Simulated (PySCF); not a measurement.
Species: zinc hydride cyanide, CHNZn (singlet state).
SMILES: `N#[C][ZnH]`

Computed with PySCF at wB97X-D/def2-SVPD, non-relativistic, on one gas-phase PBE0-D3(BJ)/def2-SVP geometry that isn't relaxed in the solvent. The solvent is an IEF-PCM continuum (Bondi radii, 1.10 Å for H, scaled by 1.2), and excitations are vertical TDDFT with non-equilibrium linear response and a frozen core. Only the electrostatic response of the medium enters.

Gas-phase singlets (H = HOMO, L = LUMO):

```tsv
state	E (eV)	λ (nm)	f	leading configurations
S1	6.521	190	0.000	H-2→L 41%, H-1→L+1 41%
S2	6.743	184	0.000	H-1→L+1 43%, H-2→L 43%
S3	6.743	184	0.000	H-1→L 43%, H-2→L+1 43%
S4	6.795	182	0.047	H→L+1 80%, H→L 16%
S5	6.795	182	0.047	H→L 80%, H→L+1 16%
```

Problem. What are the lowest 5 singlets in chloroform (ε = 4.711)?

Solution. 
```tsv
state	E (eV)	λ (nm)	f	leading configurations	change by rank (eV)
S1	6.951	178	0.118	H→L 95%	+0.430
S2	6.952	178	0.118	H→L+1 95%	+0.209
S3	7.072	175	0.000	H-1→L 31%, H-2→L+1 31%	+0.329
S4	7.338	169	0.000	H-2→L 41%, H-1→L+1 41%	+0.543
S5	7.338	169	0.000	H-2→L+1 41%, H-1→L 41%	+0.543
```

Problem. How do the frontier levels move from gas to chloroform?

Solution. 
```tsv
orbital	gas (eV)	solvent (eV)	change (eV)
LUMO+2	1.53	2.31	+0.78
LUMO+1	0.04	0.92	+0.88
LUMO	0.04	0.92	+0.88
HOMO	-11.43	-10.73	+0.70
HOMO-1	-11.62	-11.61	+0.01
HOMO-2	-11.62	-11.61	+0.01
HOMO-3	-12.27	-12.08	+0.19
```

The HOMO–LUMO gap goes from 11.46 to 11.66 eV. Rows go by rank; for HOMO-3, HOMO-1 and HOMO the atom shares or the degeneracy differ between the runs, so the row needn't follow one orbital.
